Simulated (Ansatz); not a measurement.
A structure relaxed at r2SCAN-D4/def2-SVPD in Ansatz, charge -1, doublet:

```csv
atom,x (Å),y (Å),z (Å)
Mg1,-0.064,-2.070,-0.010
Mg2,1.167,2.459,-0.991
Mg3,0.812,0.375,1.300
Mg4,-1.212,0.448,-0.904
S5,0.835,-1.796,2.169
S6,-0.650,2.275,0.673
S7,1.260,-0.003,-1.158
S8,-2.148,-1.689,-1.079
```

(1) Give its formula and point group.

(2) Summarise the bond lengths by kind (pairs closer than 1.2 times the sum of covalent radii, bridged metal pairs left out).

Results:

(1) Mg4S4⁻. Point group Cs (tolerance 0.1 Å).

(2) 11 × Mg–S 2.34 to 2.71 Å.

The structure comes from a short search, and lower isomers may exist.
